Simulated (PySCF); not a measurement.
O2, charge -1, doublet, at a GFN2-xTB geometry (a state made from the parent by changing its charge; the spin is typed, not shown lowest) (in this run its highest filled SCF level lies above zero, so its values depend strongly on the basis, on diffuse functions most of all); DF-B97M-V/aug-cc-pVDZ (PySCF).

PySCF was given this input:
```python
from pyscf import gto, scf, dft

mol = gto.Mole()
mol.atom = '''
    O    -0.000000   -0.000000   -0.670672
    O     0.000000    0.000000    0.670672
'''
mol.basis = 'aug-cc-pvdz'
mol.charge = -1
mol.spin = 1
mol.verbose = 4
mol.build()

mf = dft.UKS(mol)
mf.xc = 'b97m_v'
mf = mf.density_fit(auxbasis='def2-universal-jkfit')
mf.kernel()
```

### Question
Write the output that PySCF gives for this input, abridged.

### Answer

```
PySCF version 2.14.0

[INPUT] verbose = 4
[INPUT] num. atoms = 2
[INPUT] num. electrons = 17
[INPUT] charge = -1
[INPUT] spin (= nelec alpha-beta = 2S) = 1
[INPUT] symmetry False subgroup None
[INPUT] Mole.unit = angstrom
[INPUT] Symbol           X                Y                Z      unit          X                Y                Z       unit  Magmom
[INPUT]  1 O      0.000000000000   0.000000000000  -0.670672000000 AA    0.000000000000   0.000000000000  -1.267386399414 Bohr   0.0
[INPUT]  2 O      0.000000000000   0.000000000000   0.670672000000 AA    0.000000000000   0.000000000000   1.267386399414 Bohr   0.0

nuclear repulsion = 25.2488112660734
number of shells = 16
number of NR pGTOs = 70
number of NR cGTOs = 46
basis = aug-cc-pvdz
ecp = {}

******** <class 'pyscf.df.df_jk.DFUKS'> ********
method = DFUKS
initial guess = minao
damping factor = 0
level_shift factor = 0
DIIS = <class 'pyscf.scf.diis.CDIIS'>
diis_start_cycle = 1
diis_space = 8
diis_damp = 0
SCF conv_tol = 1e-09
SCF conv_tol_grad = None
SCF max_cycles = 50
direct_scf = False
number electrons alpha = 9  beta = 8
XC library pyscf.dft.libxc version 7.1.2
    S. Lehtola, C. Steigemann, M. J. T. Oliveira, and M. A. L. Marques,  SoftwareX 7, 1–5 (2018)
XC functionals = b97m_v
    N. Mardirossian and M. Head-Gordon,  J. Chem. Phys. 142, 074111 (2015)
radial grids:
    Treutler-Ahlrichs [JCP 102, 346 (1995); DOI:10.1063/1.469408] (M4) radial grids

becke partition: Becke, JCP 88, 2547 (1988); DOI:10.1063/1.454033
pruning grids: <function nwchem_prune>
grids dens level: 3
symmetrized grids: False
atomic radii adjust function: <function treutler_atomic_radii_adjust>
** Following is NLC and NLC Grids **
NLC functional = b97m_v
radial grids:
    Treutler-Ahlrichs [JCP 102, 346 (1995); DOI:10.1063/1.469408] (M4) radial grids

becke partition: Becke, JCP 88, 2547 (1988); DOI:10.1063/1.454033
pruning grids: <function nwchem_prune>
grids dens level: 3
symmetrized grids: False
atomic radii adjust function: <function treutler_atomic_radii_adjust>
small_rho_cutoff = 0
Set gradient conv threshold to 3.16228e-05
tot grids = 28168
tot grids = 28168
init E= -150.292338577587

cycle= 1 E= -150.241729446037  delta_E= 0.0506  |g|= 0.364  |ddm|= 1.14
cycle= 2 E= -150.041374115582  delta_E=  0.2  |g|= 0.759  |ddm|= 2.03
cycle= 3 E= -150.314557816457  delta_E= -0.273  |g|= 0.0331  |ddm|=  1.5
cycle= 4 E= -150.315114934052  delta_E= -0.000557  |g|= 0.0118  |ddm|= 0.0701
cycle= 5 E= -150.315170358659  delta_E= -5.54e-05  |g|= 0.00319  |ddm|= 0.0133
cycle= 6 E= -150.315176375779  delta_E= -6.02e-06  |g|= 0.000827  |ddm|= 0.0069
cycle= 7 E= -150.315176693371  delta_E= -3.18e-07  |g|= 4.24e-05  |ddm|= 0.00106
cycle= 8 E= -150.315176695008  delta_E= -1.64e-09  |g|= 1.16e-05  |ddm|= 0.000139
cycle= 9 E= -150.315176695073  delta_E= -6.49e-11  |g|= 8.51e-07  |ddm|= 1.73e-05
Extra cycle  E= -150.315176695077  delta_E= -3.89e-12  |g|= 9.26e-07  |ddm|= 8.16e-06
converged SCF energy = -150.315176695077  <S^2> = 0.75720196  2S+1 = 2.007189
```
